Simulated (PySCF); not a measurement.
FH2Tl.
Geometry (PBE0-D3(BJ)/def2-SVP, Å), atoms numbered from 1 in this order:
```xyz
4
FH2Tl angstrom
F      1.754   -0.016    0.004
Tl    -0.318   -0.004   -0.011
H     -0.693    1.650   -0.010
H     -0.705   -1.655   -0.016
```

Theory: PySCF 2.14.0, PBE0-D3(BJ)/def2-SVP geometry optimisation, gas phase, def2 core potentials past Kr.

Take the most abundant isotopes and a rigid rotor. 

Problem. What are A, B and C (cm⁻¹)?

Solution. Ia = 5.51, Ib = 75.30, Ic = 80.81 u·Å²; 505379 MHz·u·Å²/I gives 91789, 6711 and 6254 MHz, that is A = 3.06174, B = 0.22387, C = 0.20861 cm⁻¹.

Problem. Classify the top.

Solution. A near-prolate asymmetric top. Ray's parameter κ = (2B − A − C)/(A − C) = -0.989; −1 is the prolate and +1 the oblate limit.

Problem. Is it planar, by Δ = Ic − Ia − Ib?

Solution. Planar: Δ = Ic − Ia − Ib = 0.00 u·Å². For a rigid frame Δ = −2 Σ m c², so it vanishes when all atoms lie in the ab plane; here none is more than 0.01 Å from it.

Problem. List the rotational levels J(Ka,Kc) to J = 4 (cm⁻¹).

Solution. Above 0(0,0):
J = 1: 1(0,1) 0.4325, 1(1,1) 3.2703, 1(1,0) 3.2856
J = 2: 2(0,2) 1.2974, 2(1,2) 4.1201, 2(1,1) 4.1658, 2(2,1) 12.6794, 2(2,0) 12.6795
J = 3: 3(0,3) 2.5946, 3(1,3) 5.3946, 3(1,2) 5.4861, 3(2,2) 13.9769, 3(2,1) 13.9772, 3(3,1) 28.2044, 3(3,0) 28.2044
J = 4: 4(0,4) 4.3239, 4(1,4) 7.0939, 4(1,3) 7.2464, 4(2,3) 15.7067, 4(2,2) 15.7076, 4(3,2) 29.9344, 4(3,1) 29.9344, 4(4,1) 49.8528, 4(4,0) 49.8528

Problem. Which lines would a microwave search look for?

Solution. The dipole components are |μa| = 3.92 D, |μb| = 0.00 D, |μc| = 0.00 D; the symmetry axis of this C2v structure is a, so μb and μc vanish by symmetry and there are no b-type or c-type lines. Some lines, for components of 0.1 D or more:

| type | branch | J(Ka,Kc) | MHz | lower level (cm⁻¹) |
| --- | --- | --- | --- | --- |
| a | Q | 1(1,0) ← 1(1,1) | 457 | 3.270 |
| a | Q | 2(1,1) ← 2(1,2) | 1372 | 4.120 |
| a | Q | 3(1,2) ← 3(1,3) | 2744 | 5.395 |
| a | Q | 4(1,3) ← 4(1,4) | 4573 | 7.094 |
| a | R | 1(0,1) ← 0(0,0) | 12965 | 0.000 |
| a | R | 2(1,2) ← 1(1,1) | 25473 | 3.270 |
| a | R | 2(0,2) ← 1(0,1) | 25929 | 0.432 |
| a | R | 2(1,1) ← 1(1,0) | 26388 | 3.286 |
| a | R | 3(1,3) ← 2(1,2) | 38209 | 4.120 |
| a | R | 3(0,3) ← 2(0,2) | 38889 | 1.297 |
| a | R | 3(2,2) ← 2(2,1) | 38896 | 12.679 |
| a | R | 3(2,1) ← 2(2,0) | 38903 | 12.679 |
| a | R | 3(1,2) ← 2(1,1) | 39581 | 4.166 |
| a | R | 4(1,4) ← 3(1,3) | 50943 | 5.395 |
| a | R | 4(0,4) ← 3(0,3) | 51843 | 2.595 |
| a | R | 4(2,3) ← 3(2,2) | 51860 | 13.977 |
| a | R | 4(3,2) ← 3(3,1) | 51865 | 28.204 |
| a | R | 4(3,1) ← 3(3,0) | 51865 | 28.204 |
| a | R | 4(2,2) ← 3(2,1) | 51878 | 13.977 |
| a | R | 4(1,3) ← 3(1,2) | 52772 | 5.486 |

Problem. Estimate the classical rotational partition function at 100 K and 500 K.

Solution. Point group C2v, symmetry number σ = 2; q = (√π/σ)·√((kT/h)³/(ABC)), k/h = 20836.6 MHz/K: 1360 at 100 K, 15200 at 500 K.

Not checked by PBE0-D3(BJ)/def2-SVP frequencies. Constants of a rigid frame at the computed geometry: no zero-point averaging, no centrifugal distortion.
